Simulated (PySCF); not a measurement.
Species: C5H5ClFNO.
Structure used (GFN2-xTB), in Å, numbered top down from 1:
```
atom  x, y, z in Å
N1     3.4414   -1.3958    1.3890
C2     2.6532   -0.7442    0.8826
C3     1.6631    0.0926    0.2341
O4     0.3777   -0.4474    0.4991
C5    -0.7066    0.1339   -0.0718
C6    -0.7777    1.2365   -0.8151
F7     0.2751    2.0187   -1.1424
C8    -1.9463   -0.6603    0.2077
Cl9   -2.3104   -1.7272   -1.1869
H10    1.7548    1.1134    0.6325
H11    1.8720    0.1091   -0.8454
H12   -1.7011    1.6042   -1.2288
H13   -1.7785   -1.3074    1.0670
H14   -2.8173   -0.0264    0.3563
```

PySCF closed-shell single points with density fitting, gas phase. The input was altered on purpose; the results of an altered input aren't properties of the species above.

Task: What comes out at HF/3-21G with: at most 98 cycles, bond N1–C2 scaled by 2.0?

Result: E = -859.5208 Eh; HOMO -7.13 eV, LUMO -2.54 eV (gap 4.59 eV), in 49 cycles. The distance N1···C2 goes from 1.141 to 2.282 Å, the nuclear repulsion from 486.28 to 541.59 Eh. Only C2 was moved, along that bond; its nearest neighbour is now C3 at 0.309 Å. The response step found this closed-shell solution unstable or close to it.

Coordinates of the altered input:
```
atom  x, y, z in Å
N1     3.4414   -1.3958    1.3890
C2     1.8651   -0.0925    0.3763
C3     1.6631    0.0926    0.2341
O4     0.3777   -0.4474    0.4991
C5    -0.7066    0.1339   -0.0718
C6    -0.7777    1.2365   -0.8151
F7     0.2751    2.0187   -1.1424
C8    -1.9463   -0.6603    0.2077
Cl9   -2.3104   -1.7272   -1.1869
H10    1.7548    1.1134    0.6325
H11    1.8720    0.1091   -0.8454
H12   -1.7011    1.6042   -1.2288
H13   -1.7785   -1.3074    1.0670
H14   -2.8173   -0.0264    0.3563
```

The SCF part of the output:
```
final grid: 128456 points
cycle   1  E = -859.1692338983  dE =  8.615e+00  |g| = 1.005e+00  |ddm| = 7.822e+02
cycle   2  E = -858.8412145476  dE =  3.280e-01  |g| = 1.348e+00  |ddm| = 4.080e+00
cycle   3  E = -859.4002471507  dE = -5.590e-01  |g| = 5.212e-01  |ddm| = 3.525e+00
cycle   4  E = -859.5152523208  dE = -1.150e-01  |g| = 9.195e-02  |ddm| = 1.220e+00
cycle   5  E = -859.5170091338  dE = -1.757e-03  |g| = 1.036e-01  |ddm| = 3.062e-01
cycle   6  E = -859.5189063035  dE = -1.897e-03  |g| = 6.864e-02  |ddm| = 1.203e-01
cycle   7  E = -859.5201227319  dE = -1.216e-03  |g| = 2.816e-02  |ddm| = 1.098e-01
cycle   8  E = -859.5203619987  dE = -2.393e-04  |g| = 4.708e-03  |ddm| = 6.889e-02
cycle   9  E = -859.5203729495  dE = -1.095e-05  |g| = 3.065e-03  |ddm| = 9.077e-03
cycle  10  E = -859.5203836715  dE = -1.072e-05  |g| = 1.773e-03  |ddm| = 9.717e-03
... (29 lines left out)
cycle  40  E = -859.5207690705  dE = -1.630e-07  |g| = 5.667e-05  |ddm| = 1.047e-02
cycle  41  E = -859.5207691041  dE = -3.363e-08  |g| = 2.971e-05  |ddm| = 2.526e-03
cycle  42  E = -859.5207691020  dE =  2.121e-09  |g| = 3.836e-05  |ddm| = 1.196e-03
cycle  43  E = -859.5207691026  dE = -5.846e-10  |g| = 3.366e-05  |ddm| = 1.819e-04
cycle  44  E = -859.5207691093  dE = -6.692e-09  |g| = 2.354e-05  |ddm| = 4.971e-04
cycle  45  E = -859.5207691129  dE = -3.628e-09  |g| = 2.302e-05  |ddm| = 7.842e-04
cycle  46  E = -859.5207691179  dE = -4.969e-09  |g| = 2.213e-05  |ddm| = 1.175e-03
cycle  47  E = -859.5207691207  dE = -2.892e-09  |g| = 2.142e-05  |ddm| = 6.727e-04
cycle  48  E = -859.5207691225  dE = -1.778e-09  |g| = 2.108e-05  |ddm| = 5.000e-04
cycle  49  E = -859.5207691220  dE =  5.070e-10  |g| = 1.963e-05  |ddm| = 8.601e-04
converged SCF energy = -859.5207691220
```
